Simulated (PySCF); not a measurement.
Compound: C8H10.
Numbering: `[CH:1]#[C:2][C:3]1=[CH:4][CH2:5][C@H:6]([CH3:7])[CH2:8]1`

Probes without a nucleus sit at each ring's centroid and 1 Å off its mean plane on both sides; NICS is minus the shielding there, NICSzz its component along the normal. Level: GIAO PBE0/pcSseg-1 (PySCF, non-relativistic, gas phase) on the GFN2-xTB geometry, one conformer.

Ring bond lengths (Å), with Mayer bond orders in brackets: C3–C4 1.333 (1.79), C4–C5 1.495 (1.04), C5–C6 1.542 (0.99), C6–C8 1.541 (0.97), C8–C3 1.508 (1.03).

**Question.** What do the NICS probes read (ppm)?

**Answer.** 
```tsv
ring	type	NICS(0)	NICS(1), two faces	NICS(1)zz, two faces	rms pucker (Å)	centre to ring atoms, mean (Å)
C3–C4–C5–C6–C8	5-membered carbocycle; formal bonds 1 double, 4 single	-2.6	-3.4 / -2.5	-2.2 / -0.3	0.09	1.26
```

**Question.** What do they say, and how far can they be read as aromaticity?

**Answer.** 
- C3–C4–C5–C6–C8: mean NICS(1)zz -1.3 ppm, near zero. C5, C6, C8 have four or more neighbours, and the NICS criterion for π rings isn't applied.

**Question.** What is the mean of the two in-plane components of NICS at the first NICS(1) probe listed for ring C3–C4–C5–C6–C8, 1 Å off the ring?

**Answer.** The isotropic value is a third of the trace: (3 × -3.4 − (-2.2))/2 = -4.0 ppm.

**Question.** List the ring angles and the Hirshfeld charges of the ring atoms.

**Answer.** 
- C3–C4–C5–C6–C8: C3 111.5° (+0.002 e), C4 111.8° (-0.033 e), C5 103.9° (-0.070 e), C6 104.7° (-0.014 e), C8 103.6° (-0.067 e); sum 535.5° against 540° for a flat convex ring.

**Question.** How shielded are the nuclei of the rings and their hydrogens (means over atoms taken as equivalent)?

**Answer.** 
| atoms | environment | σ isotropic (ppm) | principal values of the symmetric part, first atom (ppm) |
| --- | --- | --- | --- |
| C3 | fully substituted alkene carbon | 56.5 | -44.0, 77.6, 135.8 |
| C4 | alkene CH carbon | 37.3 | -76.7, 54.2, 134.5 |
| C5 | allylic carbon | 140.5 | 114.5, 142.3, 164.5 |
| C6 | sp3 CH carbon | 149.6 | 124.5, 160.9, 163.5 |
| C8 | allylic carbon | 137.8 | 107.3, 137.0, 169.1 |
| H on C4 | vinylic hydrogen | 25.39 | 23.8, 24.3, 28.1 |
| H on C5 | methylene hydrogen | 29.50 | 25.7, 28.8, 34.0 |
| H on C5 | methylene hydrogen | 29.02 | 25.1, 27.2, 34.8 |
| H on C6 | methine hydrogen | 29.24 | 26.3, 27.1, 34.3 |
| H on C8 | methylene hydrogen | 29.09 | 25.0, 28.5, 33.7 |
| H on C8 | methylene hydrogen | 29.49 | 25.4, 30.0, 33.1 |
